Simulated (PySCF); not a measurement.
Isomers of C6H12O2SSi, mass 176.033 u with the commonest isotopes. Method used: PBE0/pcSseg-1 in PySCF (dipole) on a GFN2-xTB geometry, gas phase. One conformer each, none proved a minimum here; rigid rotors.

Question: Order these by rotational constant C, largest first.
A. `[CH3:1][S:2]/[C:3]([CH3:4])=[C:5](/[CH3:6])[SiH2:7][O:8][CH:9]=[O:10]` with C1–S2–C3–C4 -79°, C3–C5–Si7–O8 -69°, C5–Si7–O8–C9 -177°, Si7–O8–C9–O10 1°
B. `[CH3:1][CH:2]([CH3:3])[S:4][C@@H:5]1[CH2:6][Si@H:7]1[C:8](=[O:9])[OH:10]` with C1–C2–S4–C5 -68°, C2–S4–C5–C6 161°, C6–Si7–C8–O9 27°, Si7–C8–O10–H 180°
C. `[CH3:1][S@@:2](=[O:3])[C@H:4]1[CH2:5][C@H:6]([CH:7]=[O:8])[CH2:9][SiH2:10]1` with C1–S2–C4–C5 164°, C5–C6–C7–O8 131°, S2–C4–C5–C6 79°, C4–C5–C6–C7 170°, C5–C6–C9–Si10 -38°, C6–C9–Si10–C4 14°
D. `[CH3:1][S:2][CH2:3][C@H:4]1[CH2:5][O:6][CH2:7][C:8](=[O:9])[SiH2:10]1` with C1–S2–C3–C4 79°, S2–C3–C4–C5 66°, C3–C4–C5–O6 103°, C4–C5–O6–C7 85°, C5–O6–C7–C8 -69°, O6–C7–C8–O9 175°
E. `[CH3:1][S:2][C:3]([SiH2:4][O:5][CH:6]=[O:7])=[C:8]([CH3:9])[CH3:10]` with C1–S2–C3–Si4 73°, S2–C3–Si4–O5 -124°, C3–Si4–O5–C6 -178°, Si4–O5–C6–O7 1°

Answer: C (559.9 MHz), A (521.0 MHz), B (490.4 MHz), E (478.8 MHz), D (445.6 MHz).

Question: Order these by out-of-plane moment Σ m c² = (Ia + Ib − Ic)/2, largest first.
A. `[CH3:1][S@@:2](=[O:3])[C@H:4]1[CH2:5][C@H:6]([CH:7]=[O:8])[CH2:9][SiH2:10]1` with C1–S2–C4–C5 164°, C5–C6–C7–O8 131°, S2–C4–C5–C6 79°, C4–C5–C6–C7 170°, C5–C6–C9–Si10 -38°, C6–C9–Si10–C4 14°
B. `[CH3:1][O:2][C@@H:3]1[Si@@H:4]([S:5][CH3:6])[C@@:7]1([CH3:8])[CH:9]=[O:10]` with C1–O2–C3–Si4 -85°, C3–Si4–S5–C6 117°, Si4–C7–C9–O10 -117°
C. `[CH3:1][S:2]/[C:3]([CH3:4])=[C:5](/[CH3:6])[SiH2:7][O:8][CH:9]=[O:10]` with C1–S2–C3–C4 -79°, C3–C5–Si7–O8 -69°, C5–Si7–O8–C9 -177°, Si7–O8–C9–O10 1°
D. `[CH3:1][CH:2]([CH3:3])[S:4][C@@H:5]1[CH2:6][Si@H:7]1[C:8](=[O:9])[OH:10]` with C1–C2–S4–C5 -68°, C2–S4–C5–C6 161°, C6–Si7–C8–O9 27°, Si7–C8–O10–H 180°
E. `[CH3:1][S:2][C:3]([SiH2:4][O:5][CH:6]=[O:7])=[C:8]([CH3:9])[CH3:10]` with C1–S2–C3–Si4 73°, S2–C3–Si4–O5 -124°, C3–Si4–O5–C6 -178°, Si4–O5–C6–O7 1°
F. `[CH3:1][Si@@H:2]([O:3][CH:4]=[O:5])[S:6][C:7]1([CH3:8])[CH2:9][CH2:10]1` with C1–Si2–O3–C4 -60°, Si2–O3–C4–O5 -2°, C1–Si2–S6–C7 -177°, Si2–S6–C7–C8 81°
G. `[CH3:1][S:2][CH2:3][C@H:4]1[CH2:5][O:6][CH2:7][C:8](=[O:9])[SiH2:10]1` with C1–S2–C3–C4 79°, S2–C3–C4–C5 66°, C3–C4–C5–O6 103°, C4–C5–O6–C7 85°, C5–O6–C7–C8 -69°, O6–C7–C8–O9 175°

Answer: D (110.75 u·Å²), A (88.18 u·Å²), F (75.78 u·Å²), G (67.58 u·Å²), B (65.35 u·Å²), C (63.71 u·Å²), E (62.89 u·Å²).

Question: Order these by rotational constant A, largest first.
A. `[CH3:1][S:2][CH2:3][C@H:4]1[CH2:5][O:6][CH2:7][C:8](=[O:9])[SiH2:10]1` with C1–S2–C3–C4 79°, S2–C3–C4–C5 66°, C3–C4–C5–O6 103°, C4–C5–O6–C7 85°, C5–O6–C7–C8 -69°, O6–C7–C8–O9 175°
B. `[CH3:1][S@@:2](=[O:3])[C@H:4]1[CH2:5][C@H:6]([CH:7]=[O:8])[CH2:9][SiH2:10]1` with C1–S2–C4–C5 164°, C5–C6–C7–O8 131°, S2–C4–C5–C6 79°, C4–C5–C6–C7 170°, C5–C6–C9–Si10 -38°, C6–C9–Si10–C4 14°
C. `[CH3:1][S:2]/[C:3]([CH3:4])=[C:5](/[CH3:6])[SiH2:7][O:8][CH:9]=[O:10]` with C1–S2–C3–C4 -79°, C3–C5–Si7–O8 -69°, C5–Si7–O8–C9 -177°, Si7–O8–C9–O10 1°
D. `[CH3:1][Si@@H:2]([O:3][CH:4]=[O:5])[S:6][C:7]1([CH3:8])[CH2:9][CH2:10]1` with C1–Si2–O3–C4 -60°, Si2–O3–C4–O5 -2°, C1–Si2–S6–C7 -177°, Si2–S6–C7–C8 81°
E. `[CH3:1][O:2][C@@H:3]1[Si@@H:4]([S:5][CH3:6])[C@@:7]1([CH3:8])[CH:9]=[O:10]` with C1–O2–C3–Si4 -85°, C3–Si4–S5–C6 117°, Si4–C7–C9–O10 -117°
F. `[CH3:1][CH:2]([CH3:3])[S:4][C@@H:5]1[CH2:6][Si@H:7]1[C:8](=[O:9])[OH:10]` with C1–C2–S4–C5 -68°, C2–S4–C5–C6 161°, C6–Si7–C8–O9 27°, Si7–C8–O10–H 180°

Answer: A (2157 MHz), B (1757 MHz), D (1721 MHz), F (1522 MHz), C (1394 MHz), E (1203 MHz).

| SMILES | point group | Ia (u·Å²) | Ib (u·Å²) | Ic (u·Å²) | κ | μa (D) | μb (D) | μc (D) |
| --- | --- | --- | --- | --- | --- | --- | --- | --- |
| C[S@@](=O)[C@H]1C[C@H](C=O)C[SiH2]1 | C1 | 287.56 | 791.41 | 902.60 | -0.87 | 3.19 | 2.25 | 3.91 |
| CSC[C@H]1COCC(=O)[SiH2]1 | C1 | 234.26 | 1035.03 | 1134.14 | -0.95 | 1.62 | 0.45 | 0.45 |
| CC(C)S[C@@H]1C[Si@H]1C(=O)O | C1 | 332.06 | 919.95 | 1030.51 | -0.89 | 0.30 | 1.71 | 0.94 |
| CS/C(C)=C(/C)[SiH2]OC=O | C1 | 362.61 | 734.79 | 969.98 | -0.62 | 3.23 | 0.28 | 2.36 |
| CSC([SiH2]OC=O)=C(C)C | C1 | 368.27 | 813.11 | 1055.59 | -0.68 | 1.82 | 1.54 | 2.15 |
| C[Si@@H](OC=O)SC1(C)CC1 | C1 | 293.61 | 835.68 | 977.73 | -0.85 | 1.33 | 0.81 | 0.27 |
| CO[C@@H]1[Si@@H](SC)[C@@]1(C)C=O | C1 | 420.17 | 665.39 | 954.86 | -0.32 | 0.97 | 2.78 | 0.60 |
